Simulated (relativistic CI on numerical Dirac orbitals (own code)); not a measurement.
## V III: sensitivity of the levels to the model

Base calculation: Dirac-Coulomb-Breit CI, orbitals from a KLI potential per configuration, model QED, valence Slater integrals scaled by 0.85, P86 correlation energy added to each configuration.

CI space (outside the closed core [Ne] 3s2): 3p6 3d3, 3p6 3d2 4s, 3p6 3d2 4p, 3p6 3d 4s2, 3p6 3d2 4d, 3p6 3d2 5s, 3p6 3d2 5p, 3p6 3d 4s 4p, 3p6 3d2 4f, 3p6 3d2 5d, 3p6 3d2 6s, 3p6 3d2 6p, 3p6 3d2 5f, 3p6 3d2 5g, 3p6 3d2 6d, 3p5 3d4, 3p6 3d 4p2, 3p6 3d 4s 4d. Levels of other configurations are missing.

Variants: (1) no correlation estimate; (2) valence Slater integrals scaled by 0.75; (3) non-relativistic limit; (4) only the first configuration. Shifts of the energy above 3p6 3d3 4F_3/2, in cm⁻¹, for the lowest level and the first level of each name with at least 55 % of one term (blank where a level changes its place among those of its configuration and J or its character, or is not in the variant):

```tsv
Level	Base	Δ(1)	Δ(2)	Δ(3)	Δ(4)	Measured
3p6 3d3 4F_3/2	0.0	0.0	0.0	0.0	0.0	0.0
3p6 3d3 4F_5/2	128.3	-0.1	-0.5	-128.3	+2.6	145.5
3p6 3d3 4F_7/2	302.5	-0.2	-1.5	-302.5	+6.2	341.5
3p6 3d3 4F_9/2	518.1	-0.4	-3.5	-518.1	+11.0	583.8
3p6 3d3 4P_1/2	12537.7	+3.8	-1429.8	-95.3	-112.4	11513.8
3p6 3d3 2G_7/2	12597.8	+3.0	-1437.6	-96.4	-102.7	11966.3
3p6 3d3 4P_3/2	12610.8	+3.7	-1432.6	-168.4	-111.8	11591.8
3p6 3d3 4P_5/2	12771.5	+3.7	-1432.0	-329.1	-111.7	11769.7
3p6 3d3 2G_9/2	12794.6	+3.0	-1440.6	-293.1	-102.8	12187.0
3p6 3d3 2P_1/2	16600.8	-8.0	-1878.4	-92.6	+28.7	15579.8
3p6 3d3 2P_3/2	16689.1	-8.0	-1888.8	-180.9	+33.2	15550.3
3p6 3d3 2H_9/2	16768.6	+5.6	-1928.5	-106.3	-161.5	16810.9
3p6 3d3 2H_11/2	16916.6	+5.7	-1932.8	-254.3	-163.1	16977.6
3p6 3d3 2D_3/2	17979.8	-9.1	-2035.1	-133.6	+105.8	16330.5
3p6 3d3 2D_5/2	18136.4	-8.7	-2048.5	-290.2	+102.2	16374.7
3p6 3d3 2F_7/2	28922.7	-15.8	-3332.5	-65.4	-10.0	27727.8
3p6 3d3 2F_5/2	29033.2	-17.1	-3332.6	-175.9	-6.9	27846.8
3p6 3d2 4s 4F_3/2	44850.8	-4568.9	-610.3	+2614.2		43942.5
3p6 3d2 4s 4F_5/2	45005.1	-4569.0	-610.6	+2459.9		44110.0
3p6 3d2 4s 4F_7/2	45222.2	-4569.0	-610.5	+2242.9		44345.8
3p6 3d2 4s 4F_9/2	45499.8	-4569.2	-610.4	+1965.2		44647.0
3p6 3d2 4s 2F_5/2	50293.1	-4569.9	-1262.1	+2310.2		49327.7
```

Correlation outside the listed configurations is missing or only estimated: errors of thousands of cm⁻¹ between configurations and terms are usual at this charge. Rates and lifetimes follow the computed energies and can be off by large factors. The fine structure of a lone outer electron comes out too small, for d and f at times inverted, and misplaced configurations move strength between like terms. 62 of the 64 excited levels that our extract of the measured tables holds in this range could be paired (the sources list more); they are missed by 868 cm⁻¹ on average and 2976 at most, and levels without a partner can miss by more.

Measured levels: Sugar and Corliss, J. Phys. Chem. Ref. Data 7, 1191 (1978).

Ionisation energy from the two ground configurations alone: base 29.18 eV; no correlation estimate 28.01 eV; valence Slater integrals scaled by 0.75 29.08 eV. The NIST ASD value (measured) is 29.3111 eV.
